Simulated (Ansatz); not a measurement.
Cost and result for the atomization energy of `C[C](=N)[GeH2][OH]` (12 atoms, 11 bonds).

```xyz
12

C     0.0155   -0.5976    1.8032
C    -0.4133    0.1182    0.5645
N    -1.4165    0.8886    0.5784
Ge    0.6006   -0.1537   -1.1098
O    -0.3958    0.7829   -2.2596
H     1.0448   -0.3319    2.0654
H    -0.6456   -0.3415    2.6325
H    -0.0020   -1.6809    1.6468
H    -1.5819    1.2989   -0.3436
H     0.6519   -1.6282   -1.5562
H     2.0273    0.4338   -1.0736
H     0.1150    1.2113   -2.9481
```

Total charge 0; spin multiplicity 1. Correlated methods include outer-core shells of Ge, which these sets cover unevenly. Scalar relativity is left out up to krypton. Geometry: relaxed with PBE0-D4/def2-TZVP. It is one conformer, not always the lowest. Program: Ansatz. All runs use 4 threads of an Arm Neoverse V1 on a shared host. Times are those of one run each, without the atoms' runs, and a repeat can differ threefold. Electronic energies, without spin–orbit coupling; frozen cores. CCSD(T)/CBS adds CCSD(T) − MP2 in def2-TZVPP to the MP2 limit, and its time is that of the two runs behind it. T1 = 0.012. With those shells the extrapolation isn't a true limit. B3LYP takes the VWN-RPA correlation (the form of Gaussian; ORCA's B3LYP/G).

CCSD(T)/CBS is a level of theory with its own doubt, some kJ/mol a heavy atom from the limit and from the frozen cores, so smaller differences don't rank the functionals.

```
                             level  functions  wall time  atomization (kJ/mol)  difference from CCSD(T)/CBS  per bond
   PBE-D4/def2-TZVPP (with forces)        270        3 s                4457.3                         87.0       7.9
                PBE0-D4/def2-TZVPP        270        4 s                4355.9                        -14.4      -1.3
r2SCAN-D4/def2-TZVPP (with forces)        270      6.5 s                4361.7                         -8.6      -0.8
 B3LYP-D4/def2-TZVPP (with forces)        270      6.5 s                4359.0                        -11.3      -1.0
                 B2PLYP/def2-TZVPP        270      7.5 s                4315.7                        -54.6      -5.0
                ωB97X-V/def2-TZVPP        270      9.5 s                4375.4                          5.1       0.5
  ωB97M-V/def2-TZVPP (with forces)        270       14 s                4362.2                         -8.1      -0.7
                    MP2/def2-QZVPP        527       37 s                4383.9                         13.6       1.2
                CCSD(T)/def2-TZVPP        270    6.6 min                4258.6                       -111.7     -10.2
                 CCSD(T)/CBS(def2)          –    7.2 min                4370.3                          0.0       0.0
```

The D4 term adds +38.0 kJ/mol with B3LYP and +20.0 kJ/mol with PBE0; it sums over pairs of atoms, weighted by their polarisabilities, and B3LYP, whose exchange is more repulsive, gets the larger term. In def2-TZVPP, CCSD(T) changes the Hartree–Fock value by +1223.1 kJ/mol (the triples alone add +74.5 kJ/mol) and MP2 by +1282.7 kJ/mol; breaking electron pairs costs correlation energy, which Hartree–Fock lacks. From PBE to PBE0 (25 % exact exchange), in def2-TZVPP and without D4, the atomization energy moves by −97.7 kJ/mol: exact exchange takes away binding that semilocal exchange gives to molecules.
